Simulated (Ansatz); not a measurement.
Relaxation of C₃H₉ClMg (14 atoms, charge 0, multiplicity 1), to a largest force component of 0.03 eV/Å in at most 50 steps.

Level of theory: UKS PBE0-D4/def2-SVP in Ansatz.

```xyz
14
Properties=species:S:1:pos:R:3
Mg -0.627 0.853 -0.124
C 1.383 0.081 0.073
C 1.620 -1.289 -0.568
C -2.511 1.672 -0.527
H 0.445 -1.044 1.934
Cl -0.487 -1.698 2.587
H 1.766 0.086 1.115
H 2.024 0.835 -0.424
H 1.043 -2.087 -0.071
H 2.678 -1.604 -0.542
H 1.317 -1.305 -1.628
H -2.852 1.429 -1.548
H -3.284 1.296 0.166
H -2.514 2.773 -0.444
```

Problem. Where does it end, and by what steps?

Solution. It converged. The force dipped under the threshold on the way, but the program's further checks kept it going. After 34 steps the energy has fallen by 2.564 eV; H10 moved furthest, 1.65 Å. Parted: H5–Cl6 (1.31 → 2.95 Å). Joined: Mg1–Cl6 (3.73 → 2.22 Å), C2–H5 (2.37 → 1.11 Å).

```tsv
step	energy less start (eV)	largest force component (eV/Å)	accepted
0	0.0000	0.352	yes
2	-0.0808	0.221	yes
4	-0.1441	0.266	yes
6	-0.4262	1.385	yes
8	-1.7775	1.680	yes
10	-2.1980	0.683	yes
12	-2.4001	0.239	yes
14	-2.4920	0.106	yes
16	-2.5254	0.286	yes
18	-2.5548	0.181	yes
20	-2.5586	0.030	yes
22	-2.5558	0.320	no
24	-2.5593	0.183	no
26	-2.5610	0.074	yes
28	-2.5618	0.086	yes
30	-2.5629	0.062	yes
32	-2.5636	0.062	yes
34	-2.5642	0.013	yes
```

```xyz
14
Properties=species:S:1:pos:R:3
Mg -1.423 -0.055 0.888
C 1.445 -0.008 0.465
C 1.228 -1.137 -0.532
C -1.924 1.342 -0.572
H 1.117 -0.291 1.481
Cl -1.332 -1.539 2.543
H 2.511 0.249 0.553
H 0.932 0.921 0.156
H 1.744 -2.054 -0.214
H 1.593 -0.866 -1.533
H 0.163 -1.412 -0.655
H -1.413 1.125 -1.526
H -3.007 1.360 -0.780
H -1.635 2.364 -0.274
```

Whether the end is a true minimum wasn't checked by a vibrational analysis.

The run took 3.2 min on 4 threads of Arm Neoverse N1 (shared host), peak memory 0.42 GiB.
